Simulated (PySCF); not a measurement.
**Mayer bond orders and bond lengths**

C3H11F2NSi2.
SMILES with atom numbers: `[CH3:1][N:2]([SiH3:3])[CH2:4][CH2:5][SiH:6]([F:7])[F:8]` (hydrogens: H9, H10, H11 on C1; H12, H13, H14 on Si3; H15, H16 on C4; H17, H18 on C5; H19 on Si6)

Geometry (GFN2-xTB, Å), atoms numbered from 1 in this order:
```
atom  x, y, z in Å
C1    -1.5887   -1.1175   -0.9377
N2    -1.1983   -0.3836    0.2406
Si3   -2.1626    0.9172    0.8219
C4     0.2081   -0.4563    0.5398
C5     1.0874    0.3939   -0.3924
Si6    2.9192    0.3173    0.0394
F7     3.7839    1.0598   -1.0861
F8     3.4405   -1.1911   -0.0941
H9    -1.2324   -0.6540   -1.8653
H10   -2.6741   -1.1699   -0.9845
H11   -1.1900   -2.1345   -0.8882
H12   -2.0683    2.1744    0.0558
H13   -1.6936    1.1618    2.1848
H14   -3.5400    0.4319    0.7611
H15    0.3470   -0.1188    1.5691
H16    0.5262   -1.5041    0.4816
H17    0.7229    1.4225   -0.3552
H18    0.9443    0.0503   -1.4210
H19    3.3589    0.8098    1.3229
```

Bond orders from the PBE0/pcSseg-1 density (PySCF). Geometry: GFN2-xTB, one conformer, isolated molecule.

**Question.** How far do the computed orders between heavy atoms stray from the drawn ones?

**Answer.** The largest departure is 0.088, at C5–Si6 (drawn single, 0.912).

**Question.** Give the Mayer order of every bond between heavy atoms, beside its length.

**Answer.** 
```csv
bond,drawn as,length (Å),Mayer order
C1–N2,single,1.442,0.956
N2–Si3,single,1.720,0.975
N2–C4,single,1.440,0.970
C4–C5,single,1.538,1.003
C5–Si6,single,1.884,0.912
Si6–F7,single,1.602,0.946
Si6–F8,single,1.602,0.940
```

**Question.** And the bonds to hydrogen?

**Answer.** C–H: 0.93 to 0.96 (7 bonds); H–Si: 0.89 to 0.94 (4 bonds).

**Question.** Sum the orders of all bonds at each heavy atom with more than one neighbour and set the sums beside the valence in the SMILES.

**Answer.** C1 3.834 (drawn 4), N2 2.901 (drawn 3), Si3 3.744 (drawn 4), C4 3.870 (drawn 4), C5 3.784 (drawn 4), Si6 3.706 (drawn 4). Orders between atoms that aren't bonded are not in these sums.

Mayer orders depend on the basis set.
